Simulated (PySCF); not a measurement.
**Fractional electron number in V²⁺ (vanadium, charge +2)**

The 3d alpha orbital of [Ar] 3d3 is emptied in steps (occupation f), with all orbitals relaxed, ending at [Ar] 3d2. Calculation: PySCF 2.14, in def2-SVP (5s3p2d1f, 31 functions); the non-relativistic Hamiltonian (point nucleus). The exact energy is a straight line in f; departures are measured from the line between the end points of the same method.

```tsv
f	BHandHLYP (eV)	wB97X (eV)	BLYP (eV)
1	0.000	0.000	0.000
0.8	-0.552	-0.507	-1.276
0.6	-0.837	-0.776	-1.935
0.4	-0.845	-0.791	-1.955
0.2	-0.569	-0.537	-1.316
0	0.000	0.000	0.000
```

Q: For wB97X, how does the orbital energy at f = 1 compare with the removal energy?

A: −ε = 27.079 eV against a total-energy difference of 30.186 eV. By Janak's theorem ε = ∂E/∂f, so the gap between them reflects the curvature. Along the path −ε is 28.233 (f = 0.8), 29.463 (f = 0.6), 30.771 (f = 0.4), 32.154 (f = 0.2) eV.

| method | E(f=0) − E(f=1) (eV) | −ε at f=1 (eV) | −ε at f=0.4 (eV) |
| --- | --- | --- | --- |
| BHandHLYP | 30.367 | 26.950 | 31.030 |
| wB97X | 30.186 | 27.079 | 30.771 |
| BLYP | 30.640 | 22.752 | 32.171 |

Reference removal energy between the ground levels: 29.311 eV (measured; NIST Atomic Spectra Database, ionization energies). The calculation has no spin-orbit coupling. The determinant left behind need not be the lowest term of the ion.
